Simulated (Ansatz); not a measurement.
`CNCF` and `BN(C)CF` differ in one atom or group.

Ansatz, PBE0-D4/def2-TZVP geometries, multiplicity 1. Each molecule was computed in one conformer, which needn't be the lowest.

```json
{"property": "HOMO–LUMO gap (B3LYP/def2-TZVPP) / eV", "`CNCF`": "7.93"}
{"property": "LUMO energy (ωB97M-V/def2-TZVPP) / eV", "`CNCF`": "2.68"}
{"property": "HOMO energy (B3LYP/def2-TZVPP) / eV", "`CNCF`": "-7.03"}
{"property": "HOMO energy (PBE/def2-TZVPP) / eV", "`CNCF`": "-5.79"}
{"property": "LUMO energy (PBE/def2-TZVPP) / eV", "`CNCF`": "0.44"}
{"property": "size of the dipole moment (B3LYP/def2-TZVPP) / D", "`CNCF`": "1.44"}
```

Q: Give the same properties after the change, and the shifts. (An estimate is asked.)

A: Computed: 
| property | `BN(C)CF` | shift |
| --- | --- | --- |
| HOMO–LUMO gap (B3LYP/def2-TZVPP) / eV | 7.50 | -0.43 |
| LUMO energy (ωB97M-V/def2-TZVPP) / eV | 1.55 | -1.13 |
| HOMO energy (B3LYP/def2-TZVPP) / eV | -7.97 | -0.94 |
| HOMO energy (PBE/def2-TZVPP) / eV | -6.93 | -1.14 |
| LUMO energy (PBE/def2-TZVPP) / eV | -1.19 | -1.63 |
| size of the dipole moment (B3LYP/def2-TZVPP) / D | 1.75 | 0.31 |

With PBE0 the HOMO falls by 0.94 eV and the LUMO falls by 1.50 eV, so the gap narrows by about 0.56 eV. PBE moves the HOMO by -1.14 eV and ωB97M-V by -0.89 eV. Dipoles are sizes alone; their direction can turn.

B3LYP here is the variant with VWN-RPA as its local correlation; programs differ in this.
